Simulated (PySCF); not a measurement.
Problem. What does the PBE0-D3(BJ)/def2-SVP structure of InChI=1S/BGeH6OP/c2-3-1-4/h1H,4H2,2H3 look like in three dimensions?

Solution. 
```
atom  x, y, z in Å
P1     1.8765   -0.2717    0.6164
B2     0.8259    0.9479   -0.4609
O3    -0.5157    0.9358   -0.5433
Ge4   -1.7037   -0.1902    0.2183
H5     2.9432   -0.4234   -0.3139
H6     1.2176   -1.4958    0.2894
H7     1.4160    1.8467   -1.0271
H8    -1.7952   -1.4341   -0.6769
H9    -1.1947   -0.5330    1.6277
H10   -3.0155    0.5992    0.2484
```

Any rigid rotation of these coordinates is as good. Atoms count from 1 in this order. Ge4 (germanium bonded to O and 3 H) is distorted tetrahedral (angles from 104.5° to 112.4°). P1 (three-coordinate phosphorus) is pyramidal (angles 99.3°, 96.3° and 96.0°, sum 291.7°, 0.78 Å off the plane of its three neighbours). B2 (three-coordinate boron) is planar (angles 124.7°, 117.6° and 117.5°, sum 359.8°, 0.04 Å off the plane of its three neighbours). The 4 heavy atoms lie in one plane (0.009 Å rms).

Bonds between heavy atoms (Å): P1–B2 1.937, B2–O3 1.344, O3–Ge4 1.805.

Method: PySCF 2.14.0, PBE0-D3(BJ)/def2-SVP geometry optimisation, gas phase.

No PBE0-D3(BJ)/def2-SVP frequencies stand behind this structure, so it isn't proved a minimum. One conformer, not necessarily the lowest (H–P1–B2–O3 142° and 45°, P1–B2–O3–Ge4 -3°).
